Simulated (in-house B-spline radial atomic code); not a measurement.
## wB97X excitations of the silicon ion Si²⁺

Method: wB97X. Computed with an all-electron radial atomic-structure program (B-spline basis): linear response of the closed shell [Ne] 3s2 with the functional's adiabatic kernel; scalar-relativistic (spin-free one-electron X2C), finite nucleus, no spin-orbit coupling, no double excitations, S, P, D and F terms only.

Command:
```bash
python run_td.py task.json out
```
Settings (radii: box in bohr, nucleus in fm):
```
Z                        14
electrons                12
configuration            [Ne] 3s2
hamiltonian              x2c
method                   wb97x
box_radius               29.48
rms_radius               3.1224
intervals                74
```

Time taken, with all properties: 1.2 s on 1 thread of Arm Neoverse N1, on a shared host.

The lowest states, in the order of their Tamm-Dancoff energies; the method's threshold (minus the highest occupied level) is 32.18 eV. Labels give the largest channel, * marks a mixed state, and oscillator strengths are full-response dipole values. Semilocal kernels can invert the small singlet-triplet splittings of Rydberg terms. Energies in eV:

| state | full response | Tamm-Dancoff | oscillator strength |
| --- | --- | --- | --- |
| 3s → 3p 3P | 6.493 | 6.688 | - |
| 3s → 3p 1P | 10.314 | 10.742 | 1.62 |
| 3s → 3d 3D | ? | ? | - |
| 3s → 3d 1D | ? | ? | - |
| 3s → 4s 3S | 18.662 | 18.674 | - |
| 3s → 4s 1S | 19.349 | 19.373 | - |
| 3s → 4p 3P | 20.829 | 20.847 | - |
| 3s → 4p 1P | 21.418 | 21.457 | 0.0135 |
| 3s → 4d 3D | 23.774 | 23.786 | - |
| 3s → 4d 1D | 24.322 | 24.324 | - |

Task: Where does 3s → 3d 3D lie?

Result: At 17.447 eV in full response, 17.480 eV in Tamm-Dancoff.

Task: Where does 3s → 3d 1D lie?

Result: At 18.154 eV in full response, 18.170 eV in Tamm-Dancoff.

Task: How large is the singlet-triplet splitting of 3s → 3p (P terms) in Tamm-Dancoff?

Result: 4.05 eV, from the unrounded values.

Task: What polarisabilities and dispersion coefficient does the method give?

Result: Dipole 11.59 bohr³, quadrupole 34.59 bohr⁵, C6 39.73 hartree·bohr⁶ for two such species.
